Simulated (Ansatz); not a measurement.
This geometry of GaH5Se (7 atoms, charge 0, multiplicity 1) is a first-order saddle point.

Theory: Ansatz 0.2.0, UKS PBE0/def2-TZVP.

```xyz
7
Properties=species:S:1:pos:R:3
Ga -0.817 -0.296 -0.416
H 0.622 -0.239 -1.324
H -1.270 -1.777 -0.294
H -1.590 1.046 -0.540
H 1.067 -0.147 -0.249
Se 0.992 -0.025 1.469
H 0.997 1.439 1.355
```

**Question.** Which two structures does it join? (They come from a converged band through this point; their orientation in space is the band's.)

**Answer.** Bonds broken: Ga1–H2, H5–Se6. Bonds formed: H2–H5. GaH5Se becomes GaH3Se + H2.

First end point:

```xyz
7
Properties=species:S:1:pos:R:3
Ga -0.906 -0.219 -0.727
H 0.125 0.129 -1.865
H -1.206 -1.732 -0.403
H -1.946 0.875 -0.276
H 1.888 -0.606 0.883
Se 0.735 0.136 1.412
H 1.310 1.417 0.976
```

Last end point:

```xyz
7
Properties=species:S:1:pos:R:3
Ga -0.864 -0.176 0.192
H 0.977 -0.559 -1.993
H -1.284 -1.659 -0.051
H -1.307 1.062 -0.648
H 1.426 -0.461 -1.400
Se 0.485 0.171 2.057
H 0.567 1.622 1.843
```

**Question.** How far does it lie above each of them?

**Answer.** 12.7 kcal/mol above the first and 25.7 kcal/mol above the second. This is the barrier of this one path; another mechanism may lie lower. The orbitals stay closed-shell, which can raise the energy where a bond breaks towards radicals; this wasn't checked here.

Time of the run: 5.6 min on 4 threads of Arm Neoverse N1, on a shared host, peak memory 0.41 GiB.
